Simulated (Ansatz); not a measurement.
Sn4O4, relaxed as a singlet with RKS PBE-D4/def2-SVP in Ansatz, starting from the GFN2-xTB geometry. Force threshold 0.02 eV/Å.

In the def2 sets Sn takes a core potential; there is no spin–orbit coupling. The structure comes from a short search, and lower isomers may exist.

Start:

```xyz
8

Sn   -1.8058    1.1692    1.7483
Sn    1.8713   -0.1989   -2.0381
Sn    1.9774   -0.0751    1.9522
Sn   -2.0419   -0.8903   -1.6644
O     2.2451   -0.1414   -0.0508
O    -0.0966   -0.6525   -2.1693
O    -2.2461    0.1593    0.0524
O     0.0967    0.6297    2.1696
```

**Question.** Estimate the energy that the relaxation releases and the steps that it takes.

**Answer.** 217.4 kJ/mol, in 23 steps; 50 s on 4 threads of Arm Neoverse V1 on a shared host. The force fell under the threshold at step 5, but the optimiser went on and released 2.137 eV more. No frequencies were taken in this run, so the end may be a saddle point.

**Question.** Does the start keep its bonding and symmetry?

**Answer.** Bonds formed: Sn1–O5, Sn2–O7, Sn3–O6, Sn4–O8 (atoms count from 1). Point group D2d at the start, Td at the end, both within 0.05 Å.

**Question.** Predict the relaxed structure.

**Answer.** 
```
atom    x (Å)    y (Å)    z (Å)
 Sn1  -0.5595   1.5868   1.1167
 Sn2   0.7011   0.6439  -1.7810
 Sn3   1.4495  -1.0237   0.9638
 Sn4  -1.5911  -1.2070  -0.2994
  O5   1.3673   1.0373   0.2573
  O6   0.4809  -1.3637  -0.9597
  O7  -1.2457   0.8798  -0.8283
  O8  -0.6025  -0.5533   1.5305
```
Bond lengths (bridged metal pairs left out): 12 × O–Sn 2.18 Å.
